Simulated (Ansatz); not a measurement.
Bi₈O₁₇H₁₀⁺. The state is a doublet with charge 1. Geometry PBE-D4/def2-SVP, that of the neutral singlet; atoms count from 1.

```tsv
atom	x (Å)	y (Å)	z (Å)
Bi1	-0.6373	-0.3863	1.7615
Bi2	2.0950	0.7276	-1.2553
Bi3	-1.8064	-0.3285	-1.7911
Bi4	0.8183	3.2504	1.0969
Bi5	0.7592	-3.0343	-0.8466
Bi6	3.1405	0.0706	2.5188
Bi7	-2.7883	2.1990	0.6442
Bi8	-0.6703	2.8360	-2.2238
O9	-1.5434	-2.4658	1.9856
O10	-0.8915	2.1031	1.7428
O11	-1.6861	0.1100	3.5598
O12	-2.5016	0.0831	0.4514
O13	-2.5806	2.0550	-1.4989
O14	-1.2456	4.0523	-0.0386
O15	-1.2800	-2.2974	-0.5160
O16	1.5719	-1.3016	2.9003
O17	0.9139	-3.2709	1.3420
O18	-1.0095	1.0970	-3.6212
O19	0.0157	-1.6753	-2.7528
O20	1.2688	3.0504	-0.9888
O21	-0.1448	0.8786	-1.0077
O22	4.0712	-0.8302	0.8759
O23	1.9182	1.3639	1.3076
O24	1.9499	-1.3380	-0.5400
O25	1.6117	0.4290	-3.3810
H26	-2.2998	-2.4453	2.6029
H27	-1.5306	1.0767	3.6007
H28	-1.5127	4.9862	-0.1529
H29	-1.6196	-2.4592	0.4503
H30	1.5025	-2.1147	2.2564
H31	0.0004	-3.2949	1.7471
H32	-0.0503	0.8117	-3.7551
H33	-0.3417	-2.2077	-3.4911
H34	3.3176	-1.2560	0.3431
H35	1.1852	-0.4742	-3.3264
```

In the def2 sets Bi takes a core potential; there is no spin–orbit coupling. Single mean-field runs in def2-SVP are fitted with def2-universal-jkfit.

Question: Estimate the Mulliken populations of the heavy atoms from the PBE0/def2-SVP orbitals of Ansatz.

Answer: 
```json
{"atom": "Bi1", "charge (e)": "1.15", "spin (α − β)": "0.03"}
{"atom": "Bi2", "charge (e)": "1.29", "spin (α − β)": "0.03"}
{"atom": "Bi3", "charge (e)": "1.32", "spin (α − β)": "-0.01"}
{"atom": "Bi4", "charge (e)": "1.27", "spin (α − β)": "-0.02"}
{"atom": "Bi5", "charge (e)": "1.26", "spin (α − β)": "0.01"}
{"atom": "Bi6", "charge (e)": "1.20", "spin (α − β)": "-0.01"}
{"atom": "Bi7", "charge (e)": "1.25", "spin (α − β)": "-0.01"}
{"atom": "Bi8", "charge (e)": "1.25", "spin (α − β)": "0.00"}
{"atom": "O9", "charge (e)": "-0.56", "spin (α − β)": "0.05"}
{"atom": "O10", "charge (e)": "-0.79", "spin (α − β)": "0.06"}
{"atom": "O11", "charge (e)": "-0.50", "spin (α − β)": "0.09"}
{"atom": "O12", "charge (e)": "-0.76", "spin (α − β)": "0.10"}
{"atom": "O13", "charge (e)": "-0.76", "spin (α − β)": "0.03"}
{"atom": "O14", "charge (e)": "-0.61", "spin (α − β)": "0.00"}
{"atom": "O15", "charge (e)": "-0.64", "spin (α − β)": "0.01"}
{"atom": "O16", "charge (e)": "-0.58", "spin (α − β)": "0.09"}
{"atom": "O17", "charge (e)": "-0.58", "spin (α − β)": "0.04"}
{"atom": "O18", "charge (e)": "-0.58", "spin (α − β)": "0.02"}
{"atom": "O19", "charge (e)": "-0.61", "spin (α − β)": "0.01"}
{"atom": "O20", "charge (e)": "-0.74", "spin (α − β)": "0.15"}
{"atom": "O21", "charge (e)": "-0.81", "spin (α − β)": "0.00"}
{"atom": "O22", "charge (e)": "-0.56", "spin (α − β)": "0.01"}
{"atom": "O23", "charge (e)": "-0.81", "spin (α − β)": "0.11"}
{"atom": "O24", "charge (e)": "-0.81", "spin (α − β)": "0.07"}
{"atom": "O25", "charge (e)": "-0.53", "spin (α − β)": "0.17"}
```
Mulliken values depend strongly on the basis.

Question: Where does the spin sit?

Answer: Summed by element: Bi 0.01, O 1.01, H -0.01, of 1 unpaired in all. Largest on single atoms: O25 0.17, O20 0.15, O23 0.11.

Question: And the Mayer bond orders between heavy atoms (over 0.3)?

Answer: Bi1–O9 0.58 (2.28 Å); Bi1–O11 0.90 (2.14 Å); Bi1–O12 0.47 (2.33 Å); Bi2–O20 0.36 (2.48 Å); Bi2–O21 0.53 (2.26 Å); Bi2–O24 0.64 (2.19 Å); Bi2–O25 0.75 (2.20 Å); Bi3–O12 0.42 (2.38 Å); Bi3–O13 0.31 (2.52 Å); Bi3–O15 0.36 (2.40 Å); Bi3–O18 0.40 (2.45 Å); Bi3–O19 0.40 (2.46 Å); Bi3–O21 0.60 (2.20 Å); Bi4–O10 0.72 (2.16 Å); Bi4–O14 0.34 (2.49 Å); Bi4–O20 0.80 (2.14 Å); Bi4–O23 0.61 (2.19 Å); Bi5–O15 0.66 (2.19 Å); Bi5–O17 0.72 (2.21 Å); Bi5–O19 0.37 (2.46 Å); Bi5–O24 0.76 (2.10 Å); Bi6–O16 0.82 (2.12 Å); Bi6–O22 1.01 (2.09 Å); Bi6–O23 0.68 (2.15 Å); Bi7–O10 0.63 (2.19 Å); Bi7–O12 0.76 (2.14 Å); Bi7–O13 0.75 (2.16 Å); Bi7–O14 0.31 (2.51 Å); Bi8–O13 0.68 (2.19 Å); Bi8–O18 0.64 (2.26 Å); Bi8–O20 0.48 (2.31 Å); Bi8–O21 0.43 (2.36 Å).
